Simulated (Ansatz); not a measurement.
Basis sets compared for Ga(OCMe2)H3 (C₃H₉GaO). Total charge 0; singlet. Geometry r2SCAN-D4/def2-SVP. Ansatz on 4 threads of Arm Neoverse V2 on a shared host; times are rough, and most runs start from earlier orbitals.

```xyz
14

C     0.474   -0.145    0.353
C     1.655   -0.454    1.216
C    -0.553   -1.204    0.118
Ga   -1.185    1.672   -1.392
O     0.364    0.977   -0.149
H     1.309   -0.761    2.217
H     2.199   -1.318    0.799
H     2.320    0.415    1.292
H    -0.643   -1.374   -0.969
H    -1.537   -0.816    0.433
H    -0.329   -2.146    0.635
H    -2.373    1.450   -0.373
H    -1.048    0.581   -2.528
H    -0.653    3.121   -1.652
```

Another isomer (singlet) lies 1.08 eV lower at PBE0-D4/def2-TZVP; other spin states weren't run for this one.

Binding counts from free atoms (C triplet, Ga doublet, O triplet, H doublet) in the same basis, without a counterpoise term.

| level | functions | energy (Eh) | HOMO (eV) | LUMO (eV) | binding per atom (eV) | wall time |
| --- | --- | --- | --- | --- | --- | --- |
| PBE-D4/def2-SVP | 133 | -2118.8738 | -6.13 | -2.77 | 3.79 | 1.6 s |
| PBE0-D4/def2-SVP | 133 | -2118.9369 | -7.38 | -1.71 | 3.74 | 2.1 s |

**Question.** Estimate the rows for PBE-D4/def2-TZVP (with forces), PBE0-D4/def2-TZVP.

**Answer.** 
```csv
level,functions,energy (Eh),HOMO (eV),LUMO (eV),binding per atom (eV),wall time
PBE-D4/def2-TZVP (with forces),226,-2119.3393,-6.20,-2.84,3.75,3.1 s
PBE0-D4/def2-TZVP,226,-2119.3979,-7.43,-1.75,3.70,5 s
```
